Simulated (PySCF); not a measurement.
PySCF input for C₃H₉InS₂, SMILES [S]([In]([CH3])[S]C)C, TDA-PBE0/def2-SVPD. Coordinates come from a B3LYP-D3(BJ)/def2-SVP optimisation. The def2 effective core potentials stand for the cores of In; spin–orbit coupling is left out. One conformer was computed; it need not be the lowest.

```python
import numpy as np
from pyscf import gto, scf, dft, tdscf

mol = gto.M(
    atom='''
    In    0.19610905    0.39093086    0.29151332
    C     0.46672466    2.43787634    0.96766137
    H     1.11522638    2.45722235    1.85390895
    H    -0.51302435    2.87165005    1.21423794
    H     0.92736294    3.02542553    0.16021993
    S    -1.31727296   -0.23712645   -1.50729252
    C    -2.01887276    1.39731061   -1.99009646
    H    -2.55579677    1.87424849   -1.15804873
    H    -2.73558891    1.20880521   -2.80199312
    H    -1.24337062    2.08052993   -2.36401207
    S     1.31150748   -1.56808885    1.16974755
    C     0.57892611   -2.88376858    0.10684594
    H    -0.51100795   -2.94183085    0.23112135
    H     1.02523242   -3.83512472    0.42876644
    H     0.81320285   -2.72160405   -0.95409904
    ''',
    basis='def2-SVPD',
    ecp={'In': 'def2-svp'},
    charge=0,
    spin=0,
    max_memory=1600,
    verbose=4,
)
mf = dft.RKS(mol, xc='pbe0').density_fit(auxbasis='def2-universal-jkfit')
mf.grids.level = 3
mf.conv_tol = 1e-9
mf.max_cycle = 100
mf.kernel()
mf.grids = dft.Grids(mol).set(level=1).build(with_non0tab=True)  # coarser grid for the response kernel
td = tdscf.TDA(mf)
td.singlet = True
td.nstates = 6
td.conv_tol = 1e-4
td.kernel(x0=td.get_init_guess(mf, 11))
td.analyze()
tt = tdscf.TDA(mf)
tt.singlet = False
tt.nstates = 2
tt.conv_tol = 1e-4
tt.kernel(x0=tt.get_init_guess(mf, 7))
tt.analyze(verbose=3)
```

Log of the run:

```
PySCF version 2.14.0

[INPUT] verbose = 4
[INPUT] num. atoms = 15
[INPUT] num. electrons = 80
[INPUT] charge = 0
[INPUT] spin (= nelec alpha-beta = 2S) = 0
[INPUT] symmetry False subgroup None
[INPUT] Mole.unit = angstrom
[INPUT] Symbol           X                Y                Z      unit          X                Y                Z       unit  Magmom
[INPUT]  1 In     0.196109050000   0.390930860000   0.291513320000 AA    0.370592395049   0.738752259041   0.550880336463 Bohr   0.0
[INPUT]  2 C      0.466724660000   2.437876340000   0.967661370000 AA    0.881981782981   4.606918608157   1.828614970621 Bohr   0.0
[INPUT]  3 H      1.115226380000   2.457222350000   1.853908950000 AA    2.107472425090   4.643477268660   3.503380175380 Bohr   0.0
[INPUT]  4 H     -0.513024350000   2.871650050000   1.214237940000 AA   -0.969475516733   5.426632120094   2.294577156656 Bohr   0.0
[INPUT]  5 H      0.927362940000   3.025425530000   0.160219930000 AA    1.752461974671   5.717225661967   0.302771787397 Bohr   0.0
[INPUT]  6 S     -1.317272960000  -0.237126450000  -1.507292520000 AA   -2.489285125695  -0.448104047390  -2.848370052406 Bohr   0.0
[INPUT]  7 C     -2.018872760000   1.397310610000  -1.990096460000 AA   -3.815116596745   2.640534363849  -3.760737270866 Bohr   0.0
[INPUT]  8 H     -2.555796770000   1.874248490000  -1.158048730000 AA   -4.829755925348   3.541816335480  -2.188394938600 Bohr   0.0
[INPUT]  9 H     -2.735588910000   1.208805210000  -2.801993120000 AA   -5.169513829297   2.284310784847  -5.294999599716 Bohr   0.0
[INPUT] 10 H     -1.243370620000   2.080529930000  -2.364012070000 AA   -2.349629943131   3.931631761661  -4.467335367466 Bohr   0.0
[INPUT] 11 S      1.311507480000  -1.568088850000   1.169747550000 AA    2.478389947518  -2.963258465484   2.210502504381 Bohr   0.0
[INPUT] 12 C      0.578926110000  -2.883768580000   0.106845940000 AA    1.094011794260  -5.449532822826   0.201909564122 Bohr   0.0
[INPUT] 13 H     -0.511007950000  -2.941830850000   0.231121350000 AA   -0.965665072975  -5.559254611296   0.436756053040 Bohr   0.0
[INPUT] 14 H      1.025232420000  -3.835124720000   0.428766440000 AA    1.937408487825  -7.247335374349   0.810251143005 Bohr   0.0
[INPUT] 15 H      0.813202850000  -2.721604050000  -0.954099040000 AA    1.536730670216  -5.143086274007  -1.802985881310 Bohr   0.0

nuclear repulsion = 482.677646068753
number of shells = 94
number of NR pGTOs = 337
number of NR cGTOs = 218
basis = def2-SVPD
ecp = {'In': 'def2-svp'}


[settings echo left out]
init E= -1084.03967959294
  HOMO = -0.555344687019491  LUMO = -0.494248738081121  gap/eV = 1.66251
cycle= 1 E= -1103.72888258055  delta_E= -19.7  |g|= 2.53  |ddm|= 15.6
  HOMO = 0.0550541682201515  LUMO = 0.0604724627730633  gap/eV = 0.14744
cycle= 2 E= -1059.16977680466  delta_E= 44.6  |g|= 7.86  |ddm|=  125
  HOMO = -0.334671820008609  LUMO = -0.189126669809827  gap/eV = 3.96049
cycle= 3 E= -1105.1650533776  delta_E=  -46  |g|= 1.18  |ddm|=  126
  HOMO = -0.219964702471668  LUMO = -0.0695754540487263  gap/eV = 4.09230
cycle= 4 E= -1105.40283577904  delta_E= -0.238  |g|= 0.694  |ddm|= 3.17
  HOMO = -0.259645704935265  LUMO = -0.0531757985312579  gap/eV = 5.61833
cycle= 5 E= -1105.54602826968  delta_E= -0.143  |g|= 0.207  |ddm|=  1.1
  HOMO = -0.240865965107972  LUMO = -0.0421265128811031  gap/eV = 5.40798
cycle= 6 E= -1105.55812483215  delta_E= -0.0121  |g|= 0.074  |ddm|=  0.4
  HOMO = -0.242956296910645  LUMO = -0.0404175438609241  gap/eV = 5.51136
cycle= 7 E= -1105.55968338867  delta_E= -0.00156  |g|= 0.0154  |ddm|= 0.143
  HOMO = -0.24362112414303  LUMO = -0.0409506035410796  gap/eV = 5.51495
cycle= 8 E= -1105.55974149096  delta_E= -5.81e-05  |g|= 0.00456  |ddm|= 0.0293
  HOMO = -0.243703541008933  LUMO = -0.040824529973706  gap/eV = 5.52062
cycle= 9 E= -1105.55974746889  delta_E= -5.98e-06  |g|= 0.00128  |ddm|= 0.00781
  HOMO = -0.243512496685626  LUMO = -0.0407088016190637  gap/eV = 5.51857
cycle= 10 E= -1105.55974792462  delta_E= -4.56e-07  |g|= 0.000351  |ddm|= 0.00253
  HOMO = -0.243540511105398  LUMO = -0.0407167432984638  gap/eV = 5.51912
cycle= 11 E= -1105.55974796245  delta_E= -3.78e-08  |g|= 7.65e-05  |ddm|= 0.000717
  HOMO = -0.243542534480959  LUMO = -0.040717694559274  gap/eV = 5.51915
cycle= 12 E= -1105.55974796399  delta_E= -1.54e-09  |g|= 3.65e-05  |ddm|= 0.00017
  HOMO = -0.243540101981543  LUMO = -0.0407167252573561  gap/eV = 5.51911
cycle= 13 E= -1105.55974796441  delta_E= -4.25e-10  |g|= 5.01e-06  |ddm|= 6.46e-05
  HOMO = -0.243540997871573  LUMO = -0.0407176284475619  gap/eV = 5.51910
Extra cycle  E= -1105.55974796441  delta_E= -3.18e-12  |g|= 5.1e-06  |ddm|= 1.87e-05
converged SCF energy = -1105.55974796441
tot grids = 58512


******** <class 'pyscf.tdscf.rks.TDA'> for <class 'pyscf.df.df_jk.DFRKS'> ********
nstates = 6 singlet
deg_eia_thresh = 1.000e-03
wfnsym = None
conv_tol = 0.0001
eigh lindep = 1e-12
eigh level_shift = 0
eigh max_cycle = 100


Excitation energies (eV)
[4.30840316 4.59808215 4.68539981 4.99227334 5.15075763 5.45115007]

** Singlet excitation energies and oscillator strengths **
Excited State   1:      4.30840 eV    287.77 nm  f=0.0002
      40 -> 41       -0.69505
Excited State   2:      4.59808 eV    269.64 nm  f=0.0244
      38 -> 41        0.25951
      40 -> 42        0.64669
Excited State   3:      4.68540 eV    264.62 nm  f=0.0370
      39 -> 41        0.69213
Excited State   4:      4.99227 eV    248.35 nm  f=0.0058
      37 -> 41       -0.19502
      39 -> 42       -0.66263
Excited State   5:      5.15076 eV    240.71 nm  f=0.0003
      38 -> 42       -0.69924
Excited State   6:      5.45115 eV    227.45 nm  f=0.0003
      37 -> 42        0.61792
      39 -> 44       -0.10435
      40 -> 43       -0.27469
      40 -> 44       -0.13256

** Transition electric dipole moments (AU) **
state          X           Y           Z        Dip. S.      Osc.
  1        -0.0347     -0.0030      0.0261      0.0019      0.0002
  2        -0.2480      0.3286     -0.2166      0.2164      0.0244
  3         0.4196      0.0675     -0.3770      0.3228      0.0370
  4        -0.0869     -0.1566     -0.1239      0.0474      0.0058
  5         0.0418      0.0035     -0.0291      0.0026      0.0003
  6        -0.0329     -0.0025      0.0330      0.0022      0.0003

WARN: ECP detected. Skipping calculation of transition velocity and magnetic dipole moments, which have not yet been implemented.



******** <class 'pyscf.tdscf.rks.TDA'> for <class 'pyscf.df.df_jk.DFRKS'> ********
nstates = 2 triplet
deg_eia_thresh = 1.000e-03
wfnsym = None
conv_tol = 0.0001
eigh lindep = 1e-12
eigh level_shift = 0
eigh max_cycle = 100


Excitation energies (eV)
[4.01554073 4.10197643]

** Triplet excitation energies and oscillator strengths **
Excited State   1:      4.01554 eV    308.76 nm  f=0.0000
Excited State   2:      4.10198 eV    302.25 nm  f=0.0000
```

Self-consistency was reached.

Cost: around 4 core-minutes (rough).
